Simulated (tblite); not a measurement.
Species: C₃H₉BF₂Si.
Atom-mapped SMILES: `[CH3:1][C:2]([CH3:3])([SiH3:4])[B:5]([F:6])[F:7]` (hydrogens: H8, H9, H10 on C1; H11, H12, H13 on C3; H14, H15, H16 on Si4)

Computed with GFN2-xTB (tblite), gas phase: L-BFGS steps from a force-field or distance-geometry start until the largest atomic force falls under 0.01 eV/Å.

Step 16: E = -640.2670 eV
```
atom  x, y, z in Å  |  force x, y, z in eV/Å
C1     -0.6932   -0.7131   -1.1852    0.039  -0.052  -0.093
C2     -0.1070    0.0844    0.0165   -0.163   0.047   0.059
C3      0.5733    1.3624   -0.5108    0.026  -0.019  -0.002
Si4     1.1859   -0.9662    0.9907    0.040  -0.039   0.018
B5     -1.3719    0.4425    0.8920    0.131  -0.018  -0.011
F6     -1.9874   -0.4303    1.6698    0.008  -0.110   0.039
F7     -1.9888    1.6072    0.8546   -0.007   0.131   0.037
H8     -0.0711   -1.5488   -1.4836    0.207  -0.085   0.041
H9     -1.6800   -1.1159   -0.9643   -0.015  -0.010   0.045
H10    -0.7845   -0.0644   -2.0515   -0.119   0.123   0.008
H11    -0.1673    2.1096   -0.7931    0.011  -0.031  -0.046
H12     1.2222    1.8034    0.2407   -0.047   0.051   0.111
H13     1.1886    1.1388   -1.3767    0.047  -0.056  -0.077
H14     2.5089   -0.5266    0.5504    0.062   0.023  -0.092
H15     1.0299   -2.3881    0.6982   -0.101  -0.054  -0.057
H16     1.1349   -0.7861    2.4409   -0.119   0.098   0.018
```

Step 17: E = -640.2731 eV
```
atom  x, y, z in Å  |  force x, y, z in eV/Å
C1     -0.6931   -0.7130   -1.1935    0.080   0.017  -0.010
C2     -0.1084    0.0814    0.0108   -0.129   0.042   0.148
C3      0.5705    1.3621   -0.5140   -0.002  -0.093   0.004
Si4     1.1852   -0.9692    0.9932    0.022  -0.020   0.010
B5     -1.3685    0.4420    0.8919    0.141  -0.021   0.001
F6     -1.9802   -0.4299    1.6733   -0.010  -0.112   0.041
F7     -1.9779    1.6110    0.8644   -0.012   0.125   0.037
H8     -0.0582   -1.5386   -1.4951    0.133  -0.077   0.011
H9     -1.6784   -1.1171   -0.9667    0.026  -0.047  -0.002
H10    -0.7885   -0.0488   -2.0474   -0.133   0.058  -0.027
H11    -0.1765    2.0997   -0.8057    0.053  -0.013  -0.027
H12     1.2106    1.8056    0.2454   -0.062   0.051   0.032
H13     1.1863    1.1298   -1.3777    0.083   0.001  -0.044
H14     2.5111   -0.5299    0.5544    0.023   0.007  -0.088
H15     1.0239   -2.3945    0.7103   -0.093  -0.011  -0.058
H16     1.1345   -0.7817    2.4449   -0.121   0.094  -0.028
```

Step 18: E = -640.2777 eV
```
atom  x, y, z in Å  |  force x, y, z in eV/Å
C1     -0.6918   -0.7134   -1.1988    0.086   0.054   0.063
C2     -0.1113    0.0807    0.0088   -0.032   0.009   0.143
C3      0.5691    1.3608   -0.5160   -0.013  -0.114   0.009
Si4     1.1851   -0.9712    0.9938    0.003  -0.002  -0.002
B5     -1.3652    0.4427    0.8929    0.077  -0.010   0.026
F6     -1.9742   -0.4326    1.6745   -0.013  -0.065   0.024
F7     -1.9707    1.6153    0.8705    0.002   0.064   0.055
H8     -0.0460   -1.5332   -1.4992    0.047  -0.025  -0.011
H9     -1.6763   -1.1184   -0.9658    0.074  -0.077  -0.048
H10    -0.7931   -0.0382   -2.0446   -0.124  -0.015  -0.030
H11    -0.1808    2.0936   -0.8140    0.079  -0.004  -0.018
H12     1.2013    1.8058    0.2509   -0.065   0.046  -0.040
H13     1.1858    1.1229   -1.3790    0.091   0.039   0.012
H14     2.5130   -0.5314    0.5538   -0.019  -0.012  -0.076
H15     1.0173   -2.3984    0.7148   -0.081   0.026  -0.051
H16     1.1301   -0.7760    2.4459   -0.111   0.085  -0.056
```

Step 19: E = -640.2817 eV
```
atom  x, y, z in Å  |  force x, y, z in eV/Å
C1     -0.6893   -0.7134   -1.2007    0.063   0.054   0.094
C2     -0.1142    0.0810    0.0099    0.068  -0.028   0.074
C3      0.5685    1.3582   -0.5169   -0.007  -0.080   0.011
Si4     1.1852   -0.9723    0.9931   -0.012   0.011  -0.012
B5     -1.3624    0.4439    0.8948   -0.014   0.005   0.057
F6     -1.9694   -0.4365    1.6742   -0.012  -0.002   0.004
F7     -1.9663    1.6194    0.8748    0.023  -0.014   0.079
H8     -0.0356   -1.5306   -1.4990   -0.024   0.041  -0.024
H9     -1.6730   -1.1205   -0.9639    0.108  -0.098  -0.075
H10    -0.7984   -0.0324   -2.0429   -0.095  -0.076  -0.007
H11    -0.1811    2.0902   -0.8190    0.084  -0.006  -0.019
H12     1.1938    1.8051    0.2554   -0.050   0.044  -0.083
H13     1.1871    1.1183   -1.3796    0.082   0.054   0.066
H14     2.5139   -0.5319    0.5500   -0.052  -0.028  -0.061
H15     1.0105   -2.4000    0.7140   -0.068   0.050  -0.041
H16     1.1230   -0.7696    2.4444   -0.095   0.073  -0.064
```

**Question.** Estimate the geometry and energy of step 20. (The exact step hangs on the optimiser's Hessian estimate; all steps are aligned on step 19, rigid shifts and turns removed.)

**Answer.** E = -640.2861 eV, largest force 0.185 eV/Å
```
atom  x, y, z in Å  |  force x, y, z in eV/Å
C1     -0.6855   -0.7125   -1.2010    0.020   0.028   0.083
C2     -0.1161    0.0809    0.0127    0.137  -0.049  -0.024
C3      0.5678    1.3540   -0.5176    0.013  -0.007   0.009
Si4     1.1852   -0.9733    0.9923   -0.024   0.016  -0.020
B5     -1.3594    0.4452    0.8978   -0.096   0.020   0.084
F6     -1.9649   -0.4409    1.6741   -0.014   0.056  -0.011
F7     -1.9613    1.6236    0.8809    0.044  -0.088   0.099
H8     -0.0252   -1.5271   -1.4992   -0.075   0.106  -0.035
H9     -1.6674   -1.1247   -0.9635    0.122  -0.116  -0.076
H10    -0.8058   -0.0281   -2.0412   -0.050  -0.124   0.032
H11    -0.1796    2.0865   -0.8247    0.069  -0.015  -0.024
H12     1.1852    1.8054    0.2584   -0.017   0.044  -0.096
H13     1.1903    1.1147   -1.3789    0.071   0.049   0.111
H14     2.5138   -0.5330    0.5448   -0.074  -0.042  -0.046
H15     1.0019   -2.4005    0.7123   -0.053   0.064  -0.029
H16     1.1135   -0.7613    2.4414   -0.073   0.060  -0.057
```

The energy changes by -0.0044 eV. The first-order estimate −F·Δx gives -0.0058 eV and the mean of the old and new forces, exact on a quadratic surface, -0.0044 eV. The step makes an angle of 60° with the force vector and moves no atom by more than 0.013 Å.

The cost below is that of the whole relaxation. Hardware: one thread, Arm Neoverse V1 (aarch64), shared host with 32 logical CPUs at a one-minute load of 6.8. Cost: 0.78 s.
